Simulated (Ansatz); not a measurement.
A search over several starts for the lowest SCF solution of ZrSi₆⁻ at the given spin, in a small basis.

```yaml
crystal:
  periodic: [false, false, false]
  atoms:
    - {symbol: Zr, position_ang: [-0.757796, 1.350423, 0.819503]}
    - {symbol: Si, position_ang: [0.885891, -1.145526, -0.754154]}
    - {symbol: Si, position_ang: [1.062479, 1.365671, -1.176478]}
    - {symbol: Si, position_ang: [-1.087923, 0.503744, -1.854740]}
    - {symbol: Si, position_ang: [1.653062, 0.215931, 1.263948]}
    - {symbol: Si, position_ang: [-0.197633, -1.229002, 1.824418]}
    - {symbol: Si, position_ang: [-1.558090, -1.061241, -0.122498]}
basis:
  gaussian: {orbitals: def2-SVP, initial_orbitals: start.molden}
total_charge: -1
magnetization: {spin_polarized: true, initial_magnetization: 3}
hamiltonian: {xc: pbe, dispersion: d4}
output: {orbitals: {seedname: orbitals}}
```

The file start.molden holds the orbitals of an earlier run on this structure, at another level or in another basis.

```sh
$ ansatz run in.yaml --threads 4 --pin off --events-out ev --progress --plain --max-ram 4787MiB
```

Output, abridged:

```
Functional definition: PBE
1454 factors; their error is unknown
mean field evaluation 1: about -48508.0551 eV, gradient 5.5e0 eV
mean field evaluation 2: about -48508.1965 eV, gradient 2.3e-1 eV
mean field evaluation 4: about -48508.0432 eV, gradient 1.7e-1 eV
mean field evaluation 8: about -48508.0437 eV, gradient 1.5e-4 eV
mean field evaluation 16: about -48505.2432 eV, gradient 2.1e1 eV
mean field evaluation 32: about -48508.0437 eV, gradient 7.9e-3 eV
mean field evaluation 64: about -48506.2929 eV, gradient 6.4e0 eV
mean field evaluation 96: about -48506.6055 eV, gradient 4.0e-1 eV
mean field evaluation 128: about -48507.9972 eV, gradient 1.6e0 eV
mean field -48508.04373375 eV, -1782.6377272825 hartree, gradient 9.4e-6 eV, S^2 3.777580; 11 other end points of the search recorded, 0 dependent functions left out
reference -48508.04377577 eV, -1782.6377288266 hartree; 50, 47 occupied and 89, 92 virtual orbitals, 1454 factors
Total energy: -48508.77308253 eV, -1782.6645303556 hartree
```

Hardware: 4 threads of Arm Neoverse V1 on a shared host. Wall time 30 s.

In the def2 sets Zr takes a core potential; there is no spin–orbit coupling. At PBE0-D4/def2-TZVPD a doublet of charge -1 lies 0.89 eV below the quartet, each at its own geometry. The structure comes from a short search, and lower isomers may exist.
